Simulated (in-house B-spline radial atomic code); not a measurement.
Values are calculated unless marked as measured or tabulated.
# What the choice of pseudopotential does to G0W0 on PBE: Mn²⁺

All numbers come from a B-spline radial code for spherical atoms, non-relativistic, configuration [Ar] 3d5, open shells at high spin. Semilocal Troullier-Martins pseudo-atoms, one channel per l, are made with PBE or LDA for several valence sets and radii, with or without a model core, and set against the all-electron atom. One channel fits only the lowest state of its l, so a second state of that l is approximate. All electrons give 3d up: PBE -26.038 eV, G0W0 -33.66 eV. Potentials are made in the ion's own configuration unless the neutral atom is named, and a smooth local potential serves every l without a channel. Potentials that miss their own reference levels by more than 6 millihartree, or need radii over 3.5 bohr, are left out. Columns give pseudo minus all-electron, in eV; a dash marks a level in the core or of low weight.

```
 valence          made with          radii (bohr)  model core (bohr)  3d up PBE  3d up G0W0
      3d  PBE, neutral atom  s 2.02 p 2.72 d 1.82               none      -0.63       +3.49
      3d  PBE, neutral atom  s 2.27 p 3.06 d 2.05               none      -0.74       +3.24
      3d                PBE  s 2.27 p 2.70 d 2.28               none      -0.88       +3.04
      3d  PBE, neutral atom  s 3.28 p 3.40 d 2.96               none      -1.41       +2.40
      3d                PBE  s 1.82 p 2.16 d 1.82               1.23      -0.06       +4.13
      3d  PBE, neutral atom  s 2.27 p 3.06 d 2.05               1.23      -0.13       +4.03
      3d  PBE, neutral atom  s 2.52 p 3.40 d 2.28               1.23      -0.30       +3.73
      3d  PBE, neutral atom  s 2.90 p 3.40 d 2.62               1.23      -0.63       +3.29
   3p 3d                PBE  s 2.96 p 0.98 d 2.96               none      -0.49       +1.47
3s 3p 3d  PBE, neutral atom  s 0.59 p 0.60 d 1.82               none      -0.35       -0.34
3s 3p 3d  PBE, neutral atom  s 0.67 p 0.68 d 2.05               none      -0.37       -0.38
3s 3p 3d                PBE  s 0.74 p 0.76 d 2.28               none      -0.21       -0.17
3s 3p 3d                PBE  s 0.59 p 0.60 d 1.82               0.43      -0.12       -0.07
3s 3p 3d  PBE, neutral atom  s 0.74 p 0.76 d 2.28               0.43      -0.49       -0.50
```

(1) How does the G0W0 shift of 3d up, which all sets hold, depend on the valence set?

## Answers

(1) Mean size: 3s 3p 3d: 0.29 eV; 3p 3d: 1.47 eV; 3d: 3.42 eV. A semicore state feels strong exchange with the other subshells of its n, so the gain is largest when that whole shell is in the valence. The means mix radii and the functional used in making the potentials.
